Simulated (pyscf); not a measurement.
Single points on ωB97X-D3(BJ)/def2-SVP structures (PySCF, gas phase). Correlated levels are frozen-core, on RHF or UHF. ΔMP2 is the change of the MP2 total energy from the triple- to the quadruple-zeta basis.

Q: How much does it cost (ΔH, 298 K, CCSD(T)/def2-TZVPP + ΔMP2(QZVPP)) to split HO–PH–O–SiH: [singlet] at its O–P bond into HO–PH• + [O=SiH]•?

A: O–P to HO–PH• + [O=SiH]•: 63.4 kcal/mol. The radicals are drawn with the spin at the cut bond; how far it spreads was not checked. Other isomers of HO–PH–O–SiH: [singlet], HO–PH• were not searched in full and may lie lower. The CCSD(T) − MP2 part came from Ansatz, without density fitting, on the same reference.
